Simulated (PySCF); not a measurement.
CoBr₂ (quartet state).
Bonds: Co1–Br2, Co1–Br3.

The calculation used PySCF 2.14.0, PBE0-D3(BJ)/def2-SVP geometry optimisation, gas phase.

(1) How far are the bound atoms from Co1?

(2) What is the shape at Co1?

(3) What are the rotational constants (commonest isotopes, rigid rotor)?

Results:

(1) 2 atoms: Br2 2.237 Å, Br3 2.237 Å.

(2) Linear: angle 179.5°.

(3) B = 640.0 MHz (linear).

Point group: D∞h (tolerance 0.08 Å). Charge 0, quartet. ⟨S²⟩ = 3.757 (exact for a quartet: 3.75). Not checked by PBE0-D3(BJ)/def2-SVP frequencies.

The run took 5.4 min of wall time on an Arm Neoverse N1 with one thread, no GPU (shared host), and the process peaked at 0.41 GiB of memory. That covers the optimisation of the geometry.


FeCl2 (quintet state).
Geometry (PBE0-D3(BJ)/def2-SVP, Å), atoms numbered from 1 in this order:
```
atom  x, y, z in Å
Fe1   -0.006   -0.032   -0.007
Cl2   -0.034   -0.073    2.141
Cl3    0.023    0.008   -2.154
```

Method: PySCF, PBE0-D3(BJ)/def2-SVP geometry optimisation, gas phase.

**Question.** Which atoms are bound to Fe1, and at what distances?

**Answer.** 2 atoms: Cl3 2.147 Å, Cl2 2.148 Å.

**Question.** What is the shape at Fe1?

**Answer.** Linear: angle 180.0°.

**Question.** What are the rotational constants (commonest isotopes, rigid rotor)?

**Answer.** B = 1567 MHz (linear).

Point group: D∞h (tolerance 0.08 Å). Charge 0, quintet. ⟨S²⟩ = 6.010 (exact for a quintet: 6.00). Stationary, but not proved a minimum.

The run took 1.8 min on an Intel Xeon Platinum 8259CL at 2.50 GHz with one thread, shared host, and the process peaked at 0.31 GiB of memory. That covers the optimisation of the geometry.


Titanium dioxide, TiO₂ (singlet state).
Bonds: O1–Ti2 (double), Ti2–O3 (double).

Method: PySCF, PBE0-D3(BJ)/def2-SVP geometry optimisation, gas phase.

**Question.** How far are the bound atoms from Ti2?

**Answer.** 2 atoms: O1 1.616 Å, O3 1.616 Å.

**Question.** What is the shape at Ti2?

**Answer.** Bent: angle 110.5°.

**Question.** What are the rotational constants (commonest isotopes, rigid rotor)?

**Answer.** A = 31013, B = 8964, C = 6954 MHz: an asymmetric top.

Point group: C2v (every atom within 0.08 Å of its image). Charge 0, singlet. No frequency check.
